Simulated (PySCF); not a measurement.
SCF from a fresh guess for triplet NiF₄, at the B3LYP minimum. PySCF input:

```python
from pyscf import gto, scf, dft
mol = gto.M(atom='''
Ni     0.000000    -0.000000    -0.000000
F     -0.000004     1.606481    -0.607874
F      0.000004    -1.606481    -0.607874
F      1.606481     0.000004     0.607874
F     -1.606481    -0.000004     0.607874''',
    basis={'Ni': 'def2-SVP', 'F': 'def2-SVP'},
    charge=0, spin=2)
mf = dft.UKS(mol, xc='B3LYP')
mf.grids.atom_grid = (50, 194)
aux = {'Ni': 'def2-universal-JKFIT', 'F': 'def2-universal-JKFIT'}
mf = mf.density_fit(auxbasis=aux)
mf.conv_tol = 1e-08
mf.diis_space = 10
mf.max_cycle = 60
mf.init_guess = 'minao'
mf.verbose = 4
mf.kernel()
```

Excerpt of the output (cycles alone):

```
init E= -1906.17342406792
cycle= 1 E= -1889.51438486703  delta_E= 16.7  |g|= 4.59  |ddm|= 8.15
cycle= 2 E= -1867.64577113022  delta_E= 21.9  |g|= 8.11  |ddm|= 10.2
cycle= 3 E= -1900.58968556519  delta_E= -32.9  |g|= 3.41  |ddm|=  9.2
cycle= 4 E= -1905.28595719626  delta_E= -4.7  |g|= 2.05  |ddm|= 2.57
cycle= 5 E= -1902.67551469166  delta_E= 2.61  |g|= 3.12  |ddm|= 2.49
cycle= 6 E= -1906.66847604598  delta_E= -3.99  |g|= 1.03  |ddm|= 1.98
cycle= 7 E= -1907.03693987152  delta_E= -0.368  |g|= 0.398  |ddm|= 0.838
cycle= 8 E= -1907.02971524179  delta_E= 0.00722  |g|= 0.438  |ddm|= 0.153
cycle= 9 E= -1907.04295212136  delta_E= -0.0132  |g|= 0.386  |ddm|= 0.0347
cycle= 10 E= -1907.08902814059  delta_E= -0.0461  |g|= 0.0471  |ddm|= 0.181
cycle= 11 E= -1907.08971510774  delta_E= -0.000687  |g|= 0.0309  |ddm|= 0.0664
cycle= 12 E= -1907.09009085266  delta_E= -0.000376  |g|= 0.0104  |ddm|= 0.0202
cycle= 13 E= -1907.09021188054  delta_E= -0.000121  |g|= 0.00354  |ddm|= 0.0251
cycle= 14 E= -1907.0902914837  delta_E= -7.96e-05  |g|= 0.00259  |ddm|= 0.0279
cycle= 15 E= -1907.09036020894  delta_E= -6.87e-05  |g|= 0.00182  |ddm|= 0.031
cycle= 16 E= -1907.09039441353  delta_E= -3.42e-05  |g|= 0.0027  |ddm|= 0.0209
cycle= 17 E= -1907.09043287994  delta_E= -3.85e-05  |g|= 0.00135  |ddm|= 0.0283
cycle= 18 E= -1907.09045262678  delta_E= -1.97e-05  |g|= 0.00158  |ddm|= 0.0216
cycle= 19 E= -1907.09045812636  delta_E= -5.5e-06  |g|= 0.000917  |ddm|= 0.00557
cycle= 20 E= -1907.09046319872  delta_E= -5.07e-06  |g|= 0.00087  |ddm|= 0.00467
cycle= 21 E= -1907.09045160475  delta_E= 1.16e-05  |g|= 0.000716  |ddm|= 0.0124
cycle= 22 E= -1907.09043671247  delta_E= 1.49e-05  |g|= 0.000435  |ddm|= 0.0293
cycle= 23 E= -1907.09043577617  delta_E= 9.36e-07  |g|= 0.000158  |ddm|= 0.00932
cycle= 24 E= -1907.09043572521  delta_E= 5.1e-08  |g|= 0.000159  |ddm|= 0.00323
cycle= 25 E= -1907.09043574502  delta_E= -1.98e-08  |g|= 3.98e-05  |ddm|= 0.000726
cycle= 26 E= -1907.09043574875  delta_E= -3.73e-09  |g|= 2.25e-05  |ddm|= 0.000163
Extra cycle  E= -1907.09043574723  delta_E= 1.51e-09  |g|= 7.96e-05  |ddm|= 7e-05
converged SCF energy = -1907.09043574723  <S^2> = 2.0977274  2S+1 = 3.0644591
```

This is not the lowest solution: another start and a stability analysis within the same unrestricted form found one 82.5 kJ/mol lower, at -1907.12185 Eh.

With open d or f shells other occupations or spin states may lie lower.

The search for the lowest solution, 3 starts and the stability check together, took 46 s on 2 threads of a shared Arm Neoverse N1 host, with 87 basis functions; the process peaked at 0.6 GiB.
